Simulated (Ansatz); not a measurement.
Total energies of BCl₃ from Ansatz at PBE0-D4/def2-TZVP, gas phase (1 Eh = 27.2114 eV = 2625.5 kJ/mol). The reference geometry is relaxed at PBE-D4/def2-TZVP.

```xyz
4

B     0.0000    0.0000    0.0000
Cl    0.0188   -0.1512   -1.7411
Cl   -0.9893   -1.0745    0.9599
Cl    0.9706    1.2257    0.7812
```

| state | geometry | energy (Eh) |
| --- | --- | --- |
| charge 0 singlet | reference | -1405.13996 |
| charge 1 doublet | reference | -1404.72357 |
| charge 1 doublet | relaxed at PBE-D4/def2-TZVP | -1404.72459 |
| free B atom (doublet) | – | -24.61828 |
| free Cl atom (doublet) | – | -459.99739 |

(1) Work out the vertical ionisation energy to the doublet.

(2) How much does the charge 1 doublet relax, and what is the adiabatic ionisation energy?

(3) What is the binding energy per atom against free atoms?

(1) E(charge 1 doublet) − E(charge 0 singlet) = -1404.72357 − (-1405.13996) = 0.41639 Eh = 11.33 eV. For comparison, −ε of the highest occupied level is 9.11 eV at this level, 2.22 eV less.

(2) Relaxation: -1404.72357 − (-1404.72459) = 0.00102 Eh = 0.03 eV. Adiabatic ionisation energy: 0.41537 Eh = 11.30 eV, without zero-point energy. 

(3) Atoms: 1 × (-24.61828) + 3 × (-459.99739) = -1404.61045 Eh. Binding: -1404.61045 − (-1405.13996) = 0.52951 Eh = 14.41 eV, or 3.60 eV for each of 4 atoms (no zero-point energy, no counterpoise term).
